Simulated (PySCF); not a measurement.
# Dipole response of Te (tellurium, neutral)

[Kr] 4d10 5s2 5p4, high-spin 3P determinant. Computed with PySCF 2.14 in x2c-QZVPPall with one added diffuse shell each of s, p, d, f type (14s10p8d5f1g, 128 functions), with the spin-free X2C one-electron Hamiltonian (Gaussian nucleus). Coupled (time-dependent) response in atomic units; α is the mean over directions.

```csv
method,mean α (bohr³),"α xx, yy, zz",C₆ (like pair),S(−4)
UHF,38.12,"35.93, 42.50, 35.93",419.4,338.0
PBE,41.46,"38.62, 47.14, 38.62",458.8,451.3
```

S(−4) is the Cauchy moment in α(ω) = α(0) + S(−4) ω² + …

Reference α: 38 ± 4 bohr³ (recommended; Schwerdtfeger and Nagle, table of static dipole polarizabilities (2023 update)). Published C₆: 445.0 (Chu and Dalgarno (2004); Tang, Norbeck and Certain (1976)).

Spin-orbit coupling is absent.

α(iu) at UHF:

```
u (hartree)  α(iu) (bohr³)
          0          38.12
     0.0500          37.30
      0.100          35.10
      0.200          28.84
      0.300          22.75
      0.500          14.29
      0.750          8.788
       1.00          5.991
       1.50          3.433
       2.00          2.315
       3.00          1.321
       5.00         0.6215
```

A single London oscillator, α(iu) = α/(1 + u²/ω²), gives C₆ = (3/4) ω α². Matching the computed C₆ needs ω = 4 × 419.4 / (3 × 38.12²) = 0.385 hartree.

The components differ because the open shell of this determinant is not spherical; for a pure term their mean is the scalar polarisability.
